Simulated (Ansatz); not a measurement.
`[NH2][Zn][CH2]O` + HBr → `[NH2][Zn][Br]` + CH₃OH  (ligand exchange at a Zn–C bond)

Gas-phase electronic energies from Ansatz, PBE0-D4/def2-TZVP geometries. CCSD(T)/CBS adds triple-zeta CCSD(T) − MP2 to the extrapolated MP2 energy (def2 sets, frozen cores). This one scheme is used for every species. Functionals use def2-TZVPP. HSE06 is defined as in plane-wave codes. For Br, Zn outer-core shells are correlated without core-valence functions, which leaves a few kJ/mol of doubt a bond. Scalar relativity is left out up to krypton. Each species was taken in one conformer, which may not be the lowest.

Question: Is it downhill or uphill in electronic energy at CCSD(T)/CBS, and by how much? (Estimate.)

Answer: Ansatz gave: Downhill: ΔE = -185.7 kJ/mol.

Question: What do these levels give: revPBE-D4, BLYP-D4, r2SCANh-D4, HSE06-D4, ωB97M-V, PBE, r2SCANh, LC-ωPBE, CCSD(T)/def2-SVP, HF/def2-TZVPP, HF/def2-QZVPP, SCS-MP2/def2-QZVPP? (An estimate is asked.)

Answer: The calculation gave: revPBE-D4 -166.6, BLYP-D4 -167.0, r2SCANh-D4 -184.6, HSE06-D4 -182.3, ωB97M-V -179.5, PBE -168.7, r2SCANh -185.0, LC-ωPBE -178.8, CCSD(T)/def2-SVP -186.0, HF/def2-TZVPP -224.7, HF/def2-QZVPP -225.9, SCS-MP2/def2-QZVPP -185.8 kJ/mol.

Largest T1 diagnostic among the species: 0.014.

From r2SCAN to r2SCAN0 (25 % exact exchange), in def2-TZVPP and without D4, ΔE moves by −9.8 kJ/mol. In def2-TZVPP, CCSD(T) changes the Hartree–Fock value by +46.4 kJ/mol (the triples alone add +5.1 kJ/mol) and MP2 by +46.5 kJ/mol.
